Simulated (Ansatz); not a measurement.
Abridged output of a molecular run in Ansatz:

```
Functional definition: HF
2302 factors; integrals over basis functions are off by at most 1.1e-3 eV
mean field evaluation 1: about -30019.1647 eV, gradient 6.8e1 eV
mean field evaluation 2: about -30019.4891 eV, gradient 6.8e1 eV
mean field evaluation 4: about -30027.9926 eV, gradient 4.5e0 eV
mean field evaluation 8: about -30028.0894 eV, gradient 2.3e-1 eV
mean field -30028.08969463 eV, -1103.5119425072 hartree, gradient 2.4e-6 eV, S^2 0.000000; 0 other end points of the search recorded, 0 dependent functions left out
11 core orbitals not correlated: weight in the atoms' cores, before any rotation towards them, 1.000 or more for the frozen orbitals, at most 0.000 for the correlated occupied ones
reference -30028.08969463 eV, -1103.5119425072 hartree; 25, 25 occupied and 340, 340 virtual orbitals, 2302 factors
second order -41.85806343 eV of doubles, -0.00000000 eV of singles
cycle   1  -41.90497951 eV  change   -4.7e-2 eV  update   1.7e-1
cycle   2  -42.88616133 eV  change   -9.8e-1 eV  update   6.3e-2
cycle   3  -43.20593867 eV  change   -3.2e-1 eV  update   3.3e-2
cycle   4  -43.20174515 eV  change    4.2e-3 eV  update   1.0e-2
cycle   5  -43.18852808 eV  change    1.3e-2 eV  update   4.7e-3
cycle   6  -43.19058174 eV  change   -2.1e-3 eV  update   1.6e-3
cycle   7  -43.19016340 eV  change    4.2e-4 eV  update   4.6e-4
cycle   8  -43.18982505 eV  change    3.4e-4 eV  update   1.4e-4
cycle   9  -43.18987408 eV  change   -4.9e-5 eV  update   6.2e-5
cycle  10  -43.18991484 eV  change   -4.1e-5 eV  update   2.2e-5
perturbative correction -1.66026102 eV, -0.0610134671 hartree
Total energy: -30072.93987049 eV, -1105.1601560696 hartree
```

Its atoms:

```xyz
16

C     2.8978   -1.1959   -0.8838
O     1.6743   -0.6739   -0.5058
Sc    0.0113    0.0106    0.0124
O    -0.8086   -0.6055    1.5779
C    -1.4399   -1.0440    2.7276
O    -0.8425    1.2952   -1.0472
C    -1.4628    2.2360   -1.8489
H     3.0280   -2.2194   -0.5091
H     2.9993   -1.2222   -1.9765
H     3.7242   -0.5909   -0.4891
H    -0.8546   -0.7919    3.6212
H    -1.5714   -2.1336    2.7163
H    -2.4323   -0.5878    2.8382
H    -1.0800    2.1994   -2.8771
H    -2.5476    2.0724   -1.8879
H    -1.2951    3.2516   -1.4681
```

Problem. Which basis set was used?
A. def2-TZVPPD
B. def2-TZVPP
C. cc-pV(D+d)Z
D. def2-QZVPP

Solution. B. It gives 376 functions.

Problem. Write the keys of the input that set method, charge and spin (a neutral closed shell needs none for the last two).

Solution. 
```yaml
correlation: {method: ccsd_t}
```
